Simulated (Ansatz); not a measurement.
Program: Ansatz. Geometries: PBE0-D4/def2-TZVP. ΔE: electronic, gas phase. CBS: MP2 limit from def2 TZ/QZ plus the TZ coupled-cluster correction, frozen cores. This one scheme is used for every species. Functionals use def2-TZVPP. B3LYP here is the variant with VWN-RPA as its local correlation; programs differ in this. One conformer a species, not always the lowest.

`C=C(S)[SiH2]Cl` + SiH₄ → `C=C(S)[SiH2][SiH3]` + HCl  (formal exchange of groups at the Si–Cl bond)

| level | ΔE (kcal/mol) |
| --- | --- |
| PBE0-D4 | 20.5 |
| ωB97X-V | 23.0 |
| PBE0 | 21.1 |
| B3LYP | 23.7 |

(1) What does CCSD(T)/CBS give? (Best estimate.)

Largest T1 diagnostic among the species: 0.013.

Results:

(1) Computed: +22.9 kcal/mol. The listed levels differ from it by -2.4, 0.1, -1.8, 0.8 kcal/mol.

From PBE to PBE0 (25 % exact exchange), in def2-TZVPP and without D4, ΔE moves by +1.2 kcal/mol. In def2-TZVPP, CCSD(T) changes the Hartree–Fock value by −5.5 kcal/mol (the triples alone add −0.5 kcal/mol) and MP2 by −3.2 kcal/mol.
